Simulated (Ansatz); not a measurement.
The cluster Be₂Cl₄⁻, relaxed as a doublet with UKS B3LYP-D4/def2-SVPD in Ansatz, starting from the GFN1-xTB geometry. Force threshold 0.02 eV/Å.

The relaxation made no stability test and no search for a lower SCF solution. Another isomer (doublet) lies 0.31 eV lower at PBE0-D4/def2-TZVPD; other spin states weren't run for this one.

Start:

```xyz
6

Be    1.972    0.727   -0.695
Be   -0.584   -0.215    0.207
Cl    0.196    1.660   -0.545
Cl    1.385   -1.084   -0.038
Cl   -1.894   -1.016   -1.056
Cl   -1.075   -0.071    2.128
```

Q: Estimate the energy that the relaxation releases and the steps that it takes.

A: 2.0 kcal/mol, in 5 steps; 13 s on 4 threads of Arm Neoverse V1 on a shared host. No frequencies were taken in this run, so the end may be a saddle point.

Q: Does the start keep its bonding?

A: By distances, no bond broke or formed. The bond that changes most is Be2–Cl3, from 2.17 to 2.29 Å (atoms count from 1).

Q: Predict the relaxed structure.

A: 
```xyz
6

Be    1.911    0.702   -0.679
Be   -0.654   -0.240    0.234
Cl    0.191    1.735   -0.564
Cl    1.436   -1.140   -0.032
Cl   -1.856   -1.008   -1.099
Cl   -1.028   -0.049    2.140
```
Bond lengths (bridged metal pairs left out): 6 × Be–Cl 1.95 to 2.29 Å.
